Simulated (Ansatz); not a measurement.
Geometry optimisation, RKS B3LYP-D4/def2-SVP (Ansatz 0.2.0).

Input file:

```yaml
crystal:
  periodic: [false, false, false]
  atoms:
    - { symbol: "N", position_ang: [0.57899, -0.94121, -0.51514] }
    - { symbol: C, position_ang: [0.137, -0.07551, 0.27069] }
    - { symbol: O, position_ang: [0.52289, -0.06624, 1.54963] }
    - { symbol: Te, position_ang: [-1.22124, 1.55814, 0.03338] }
    - { symbol: H, position_ang: [0.25716, -0.90424, -1.47197] }
    - { symbol: H, position_ang: [1.14425, -0.79528, 1.70272] }
    - { symbol: H, position_ang: [-1.08508, 1.96609, 1.62529] }
basis:
  gaussian: { orbitals: def2-SVP }
hamiltonian:
  xc: b3lyp
  dispersion: d4
relax:
  f_tol: 0.015
  max_steps: 40
```

Launched with:

```bash
$ ansatz run input.yaml --threads 1 --pin off --max-ram 2048MiB --backend cpu --events-out ev --progress --plain --runs-dir out
```

Q: Where does it end, and by what steps?

A: The forces met the threshold. After 6 steps the energy has fallen by 0.068 eV; H7 moved furthest, 0.13 Å.

```csv
step,energy less start (eV),largest force component (eV/Å),accepted
0,0.0000,0.821,yes
1,-0.0489,0.361,yes
2,-0.0545,0.164,yes
3,-0.0649,0.125,yes
4,-0.0664,0.261,yes
5,-0.0674,0.039,yes
6,-0.0675,0.005,yes
```

```xyz
7
Properties=species:S:1:pos:R:3
N 0.580 -0.940 -0.516
C 0.170 -0.097 0.328
O 0.576 -0.115 1.606
Te -1.223 1.534 -0.018
H 0.198 -0.821 -1.454
H 1.194 -0.867 1.680
H -1.162 2.047 1.568
```

Run time: 33 s on 1 thread of Arm Neoverse V1 (shared host), peak memory 0.17 GiB.
